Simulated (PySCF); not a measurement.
Compound: C₃H₈F₂Si.
Bonds: F1–C2, C2–F3, C2–C4, C4–C5, C5–Si6. Hydrogens: H7 on C2; H8, H9 on C4; H10, H11 on C5; H12, H13, H14 on Si6.

Computed by this run: PySCF 2.14.0, PBE0-D3(BJ)/def2-SVP geometry optimisation, gas phase; density fitting, grid level 1; the optimiser is geomeTRIC in internal coordinates, started from a GFN2-xTB structure with every atom displaced at random (about 0.01 Å).

Step 0: E = -16531.6641 eV
```
atom  x, y, z in Å  |  force x, y, z in eV/Å
F1     -2.7852   -0.4756   -0.6243   -0.378  -0.116   0.298
C2     -1.5774    0.0910   -0.4758    0.367  -0.521   0.022
F3     -1.0426    0.1145   -1.7234    0.421   0.097  -0.039
C4     -0.7007   -0.7231    0.4831   -2.031   0.378   0.199
C5      0.5227    0.0053    0.9172    0.600   0.401   0.304
Si6     1.7307    0.4558   -0.4891   -0.512  -0.280   0.962
H7     -1.6991    1.1380   -0.1533   -0.102   0.089   0.113
H8     -0.4591   -1.6577   -0.0141    0.002  -0.535  -0.235
H9     -1.3709   -0.9536    1.3651    0.538   0.050  -0.680
H10     1.0385   -0.6212    1.6633    0.238   0.068  -0.095
H11     0.2278    0.9162    1.4708    0.161   0.055  -0.078
H12     1.2493    1.6106   -1.2222   -0.219   0.643  -0.486
H13     1.8643   -0.7057   -1.3604    0.181  -0.487  -0.459
H14     2.9946    0.7904    0.1553    0.735   0.157   0.173
```

Question: Estimate the geometry and energy of step 1. (The exact step hangs on the optimiser's Hessian estimate; all steps are aligned on step 0, rigid shifts and turns removed.)

Answer: E = -16531.8009 eV, largest force 0.211 eV/Å
```
atom  x, y, z in Å  |  force x, y, z in eV/Å
F1     -2.8542   -0.5275   -0.5954    0.194   0.011  -0.082
C2     -1.6539    0.0821   -0.4512    0.024   0.048   0.059
F3     -1.0780    0.1782   -1.6805   -0.104  -0.027   0.039
C4     -0.7602   -0.7145    0.4649    0.180  -0.048  -0.030
C5      0.5132    0.0239    0.8878   -0.090  -0.009  -0.083
Si6     1.7848    0.4502   -0.4598   -0.075  -0.047   0.008
H7     -1.8366    1.1139   -0.0923   -0.007  -0.071   0.002
H8     -0.5163   -1.6583   -0.0583   -0.067   0.100   0.042
H9     -1.3452   -0.9876    1.3552   -0.101   0.023   0.018
H10     1.0472   -0.5943    1.6265    0.028  -0.022   0.016
H11     0.2437    0.9513    1.4234    0.044   0.027   0.011
H12     1.3609    1.6126   -1.2941    0.002  -0.002  -0.001
H13     2.0038   -0.7418   -1.3339    0.009   0.011  -0.018
H14     3.0836    0.7968    0.2000   -0.040   0.004   0.019
```

The energy changes by -0.1368 eV. The first-order estimate −F·Δx gives -0.3031 eV and the mean of the old and new forces, exact on a quadratic surface, -0.1390 eV. The step makes an angle of 74° with the force vector and moves no atom by more than 0.152 Å.

The cost below is that of the whole optimisation. Hardware: an Arm Neoverse V1 with one thread, no GPU, shared host with 32 logical CPUs at a one-minute load of 30. Cost: 53 s, 0.51 GiB resident at most.
